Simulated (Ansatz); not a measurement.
`C1=C[SiH2]C1` + `O[SiH](F)[SeH]` → `F[SiH]1C=CC1` + `O[SiH2][SeH]`  (redistribution)

Isolated molecules relaxed with PBE0-D4/def2-TZVP in Ansatz; ΔE leaves out vibrations. CBS: MP2 limit from def2 TZ/QZ plus the TZ coupled-cluster correction, frozen cores. Functionals use def2-TZVPP. For Se outer-core shells are correlated without core-valence functions, which leaves a few kJ/mol of doubt a bond. Scalar relativity is left out up to krypton. Each species was taken in one conformer, which may not be the lowest.

`C1=C[SiH2]C1`:

Cartesian coordinates in Å:
```
C 0.234 -0.273 1.072
C -0.331 0.926 0.851
Si -0.366 0.587 -0.969
C 0.420 -0.985 -0.254
H 0.524 -0.692 2.037
H -0.591 1.668 1.595
H 0.487 1.431 -1.853
H -1.694 0.443 -1.629
H -0.145 -1.916 -0.342
H 1.463 -1.189 -0.508
```

`O[SiH](F)[SeH]`:

Cartesian coordinates in Å:
```
O -0.375 -1.080 0.942
Si 0.125 -0.368 -0.432
F -0.795 -0.768 -1.669
Se -0.050 1.891 -0.362
H -1.178 -0.752 1.352
H 1.485 -0.873 -0.674
H 0.788 1.949 0.843
```

`F[SiH]1C=CC1`:

Cartesian coordinates in Å:
```
F -1.570 1.941 0.134
Si -1.073 0.420 0.129
C -0.091 -0.207 -1.288
C 0.908 -0.502 -0.436
C 0.578 0.037 0.944
H -2.247 -0.385 0.552
H -0.135 -0.450 -2.341
H 1.817 -1.059 -0.666
H 0.629 -0.697 1.751
H 1.184 0.903 1.221
```

`O[SiH2][SeH]`:

Z-matrix (Å, degrees):
```
Si
Se 1 2.282
O 1 1.641 2 113.4
H 1 1.477 2 107.8 3 116.2
H 1 1.484 2 106.6 3 -123.6
H 2 1.468 1 92.5 3 97.5
H 3 0.959 1 117.7 2 -46.2
```

```json
{"level": "ωB97X-V", "ΔE (kJ/mol)": "7.7"}
{"level": "ωB97M-V", "ΔE (kJ/mol)": "7.9"}
{"level": "HF/def2-TZVPP", "ΔE (kJ/mol)": "6.8"}
{"level": "MP2/def2-TZVPP", "ΔE (kJ/mol)": "8.4"}
{"level": "SCS-MP2/def2-TZVPP", "ΔE (kJ/mol)": "8.2"}
{"level": "MP2/def2-QZVPP", "ΔE (kJ/mol)": "8.2"}
{"level": "SCS-MP2/def2-QZVPP", "ΔE (kJ/mol)": "7.9"}
{"level": "HF/CBS(def2)", "ΔE (kJ/mol)": "7.0"}
```

(1) What does CCSD(T)/CBS give? (An estimate is asked.)

Largest T1 diagnostic among the species: 0.012.

Answers

(1) Computed: +8.7 kJ/mol. The listed levels differ from it by -1.0, -0.8, -1.9, -0.3, -0.5, -0.5, -0.8, -1.7 kJ/mol.
